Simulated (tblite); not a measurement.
Compound: C3H4F3O2P.
Z-matrix (Å and degrees, GFN2-xTB geometry), rows numbered from 1:
```
C 
P   1  1.8142
O   2  1.4617  1  118.87
O   2  1.5997  1  104.39  3   127.08
C   2  1.8477  1  103.22  3  -125.31
F   5  1.3380  2  118.75  1    18.38
C   5  1.3225  2  119.18  1  -166.38
F   7  1.3260  5  119.97  2     5.03
F   7  1.3193  5  128.97  2  -177.08
H   1  1.0852  2  110.46  3  -175.50
H   1  1.0869  2  108.92  3    63.37
H   1  1.0873  2  107.75  3   -55.10
H   4  0.9611  2  109.64  1  -143.84
```

Level: GFN2-xTB in tblite, geometry and Hessian alike; calculated harmonic values, unscaled, isolated species. This tight-binding method is rough: wavenumbers can miss measured ones by several per cent, in bad cases by 10 to 20. One conformer, not necessarily the lowest.

Harmonic wavenumbers (cm⁻¹): 45.8, 99.2, 104.0, 145.6, 185.8, 211.9, 245.1, 253.4, 293.0, 313.4, 380.8, 411.8, 446.5, 477.6, 492.2, 635.3, 745.5, 806.5, 847.5, 862.8, 906.2, 1010.0, 1181.9, 1202.9, 1277.7, 1317.0, 1407.8, 1416.4, 1757.0, 3022.4, 3030.3, 3047.3, 3543.4.

A = 2129, B = 1077, C = 850.5 MHz; mass 159.990 u (most abundant isotopes); point group C1, symmetry number 1.

**Question.** What is the zero-point energy?

**Answer.** Half the sum of the wavenumbers: 16062 cm⁻¹ = 45.92 kcal/mol.

**Question.** What is S at 400 K and 1 bar for an ideal gas of classical rigid rotors and harmonic oscillators?

**Answer.** Translation 42.60, rotation 30.37, vibration 40.75: S = 113.7 cal/(mol K).

**Question.** And Cp and H(400 K) − H(0)?

**Answer.** Cp = 44.66 cal/(mol K), of which vibrations give 36.71 (their classical limit is 33 R = 65.6); H(400 K) − H(0) = 11.55 kcal/mol without the zero-point energy, 8.37 from vibrations.

**Question.** Blend soft modes into free rotors: weight 1/[1 + (100 cm⁻¹/ν̃)⁴] for the oscillator and the rest for a rotor with moment μB/(μ + B), μ = h/(8π²ν), B = 10⁻⁴⁴ kg m². What vibrational entropy results?

**Answer.** 38.21 cal/(mol K) in place of 40.75, which changes −T·S at 400 K by +1.02 kcal/mol.

**Question.** Which modes carry the vibrational entropy at 400 K?

**Answer.** 45.8 cm⁻¹: 5.57; 99.2 cm⁻¹: 4.05; 104.0 cm⁻¹: 3.95; 145.6 cm⁻¹: 3.30; 185.8 cm⁻¹: 2.82; 211.9 cm⁻¹: 2.57 cal/(mol K); the other 27 give 18.49 together.

Hindered rotation and anharmonicity are outside this model. Other conformers, if any are populated, would add a mixing term that is left out. The structure is chiral; the term R ln 2 for an equal mix with its mirror image is left out.
